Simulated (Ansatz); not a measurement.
Energy needed to pull apart CdHSCl (SMILES [SH][Cd][Cl]), singlet, into free ground-state atoms, from the structure below (displaced at random from its PBE0-D4/def2-TZVP minimum); no zero-point or spin–orbit terms; open-shell atoms are treated unrestricted, in their ground-state multiplicity.

```
atom    x (Å)    y (Å)    z (Å)
  S1  -1.6673   0.2125  -0.4931
 Cd2   0.4172  -0.4349   0.3364
 Cl3   2.4320  -1.1471   1.1963
  H4  -1.1416   1.3380  -1.0453
```

Computed with Ansatz 0.2.0 (basis: def2-TZVPP); correlated methods freeze the cores. Filled d shells of the heavier atoms are correlated. Core potentials replace the inner electrons of the atoms past krypton.

```json
{"method": "PBE-D4", "atomization energy (kcal/mol)": "?"}
{"method": "r2SCAN-D4", "atomization energy (kcal/mol)": "208.9"}
{"method": "PBE0-D4", "atomization energy (kcal/mol)": "205.2"}
{"method": "wB97M-V", "atomization energy (kcal/mol)": "210.0"}
{"method": "HF", "atomization energy (kcal/mol)": "?"}
{"method": "MP2", "atomization energy (kcal/mol)": "198.6"}
{"method": "CCSD", "atomization energy (kcal/mol)": "189.5"}
{"method": "CCSD(T)", "atomization energy (kcal/mol)": "194.1"}
```

Question: What does PBE-D4 give? (To be estimated.)

Answer: By the calculation: 206.5 kcal/mol, which is about 12.4 kcal/mol more than CCSD(T)/def2-TZVPP.

Question: What does HF give? (To be estimated.)

Answer: Computed: 144.4 kcal/mol, which is about 49.7 kcal/mol less than CCSD(T)/def2-TZVPP.

In triple zeta the MP2 and coupled-cluster atomization energies are still short of their basis limit by a few kcal/mol a bond, whereas those of the functionals are nearly converged, so these differences are not deviations from converged CCSD(T).

No T1 diagnostic of these runs exceeds 0.014.

For scale, one of the runs: CCSD(T)/def2-TZVPP forces, 154 basis functions (an equivalent command: `ansatz run in.yaml --threads 4`). Time: 4.5 min of wall clock on 4 CPU threads; the host was shared. Peak host memory: 2.1 GiB.
